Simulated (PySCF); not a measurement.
**Electron correlation in Co²⁺ (cobalt, charge +2)**

[Ar] 3d6 4p1, one real determinant (an excited configuration). Calculation: PySCF 2.14, in ANO-RCC-VTZP (6s5p3d2f1g, 59 functions); the spin-free X2C one-electron Hamiltonian (Gaussian nucleus). Frozen: [Ne]; 15 electrons correlated.

```csv
level,correlation energy (mhartree)
CCSD,-402.93
(T),-7.33
CCSD(T),-410.26
```

Diagnostics: T1 = 0.0073, D1 = 0.0240, largest double amplitude 0.055.

The real determinant used has ⟨L²⟩ near 8 against 12 for a pure F term, so it mixes terms.

Cost of the coupled-cluster step: of the order of 9 core-seconds, for 15 correlated electrons.

The reference is one real determinant that mixes LS terms of this configuration.
